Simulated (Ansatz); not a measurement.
`CC(=O)[SiH2][SiH3]` + `CC(=N)[SiH3]` → `C/C([SiH3])=N\[SiH3]` + `CC(=O)[SiH3]`  (cleavage of the Si–Si bond)

Calculated with Ansatz (gas phase, PBE0-D4/def2-TZVP geometries, no zero-point term in ΔE). CCSD(T)/CBS is the MP2 limit (def2-TZVPP, def2-QZVPP) plus CCSD(T) − MP2 in def2-TZVPP, frozen cores. DFT in def2-TZVPP. Each species was taken in one conformer, which may not be the lowest.

```
             level  ΔE (kJ/mol)
         r2SCAN-D4        -14.5
           ωB97M-V        -22.3
               PBE         -3.6
     HF/def2-TZVPP        -34.3
    MP2/def2-TZVPP        -26.2
   CCSD/def2-TZVPP        -19.2
SCS-MP2/def2-QZVPP        -29.1
    CCSD/CBS(def2)        -19.9
```

What does CCSD(T)/CBS give? (Best estimate.)

Computed: -18.4 kJ/mol. The listed levels differ from it by 3.9, -3.9, 14.8, -15.9, -7.8, -0.8, -10.7, -1.5 kJ/mol.

Largest T1 diagnostic among the species: 0.015.

In def2-TZVPP, CCSD(T) changes the Hartree–Fock value by +16.6 kJ/mol (the triples alone add +1.6 kJ/mol) and MP2 by +8.0 kJ/mol. From PBE to PBE0 (25 % exact exchange), in def2-TZVPP and without D4, ΔE moves by −3.7 kJ/mol.

CCSD(T)/CBS has its own doubt, a few kJ/mol and more with outer-core shells, so smaller differences from it don't rank the levels.
